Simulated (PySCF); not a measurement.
A structure optimised at PBE-D3(BJ)/def2-SVP, used in a PySCF frequency run:

```
O
C 1 1.4057
H 2 1.1130 1 110.37
H 2 1.1130 3 107.47 1 -120.40
H 2 1.1147 3 107.71 4 -115.80
Al 1 1.7047 2 135.79 3 120.68
O 6 1.7082 1 120.57 2 180.00
H 7 0.9710 6 120.72 1 0.00
I 6 2.4719 1 121.30 2 0.00
```

Question: Write its SMILES, formula and point group.

Answer: C[O][Al]([OH])[I], CH4AlIO2, Cs

Question: What are its rotational constants (standard atomic weights)?

Answer: 2.9890, 1.1107, 0.81404 GHz
